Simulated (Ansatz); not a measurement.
`CC(=O)O[SiH3]` + `[OH]`• → `CC(=O)O[SiH2]`• + H₂O  (hydrogen abstraction from the Si–H bond)

Computed with Ansatz on PBE0-D4/def2-TZVP structures; ΔE is electronic, products minus reactants. CBS: MP2 limit from def2 TZ/QZ plus the TZ coupled-cluster correction, frozen cores. This one scheme is used for every species. DFT in def2-TZVPP. B3LYP here is the variant with VWN-RPA as its local correlation; programs differ in this. No spin–orbit coupling; open shells (•) take unrestricted orbitals.

```csv
level,ΔE (eV)
PBE-D4,-1.39
BLYP-D4,-1.23
r2SCAN-D4,-1.18
BLYP,-1.24
B3LYP,-1.12
CAM-B3LYP,-1.11
HF/def2-QZVPP,-0.38
MP2/CBS(def2),-1.43
```

What does CCSD(T)/CBS give? (Estimate.)

Computed: -1.18 eV. The listed levels differ from it by -0.21, -0.05, 0.00, -0.06, 0.06, 0.07, 0.80, -0.25 eV.

Largest T1 diagnostic among the species: 0.016.

From r2SCAN to r2SCAN0 (25 % exact exchange), in def2-TZVPP and without D4, ΔE moves by +0.12 eV. Leaving LDA and LC-ωPBE aside and taking each functional with its dispersion term where it has one, the values, not all of them listed here, spread over 0.52 eV, from PBE-D4 to BHLYP-D4. LDA lies −0.37 eV from PBE without D4. In def2-TZVPP, CCSD(T) changes the Hartree–Fock value by −0.72 eV (the triples alone add −0.07 eV) and MP2 by −0.98 eV.
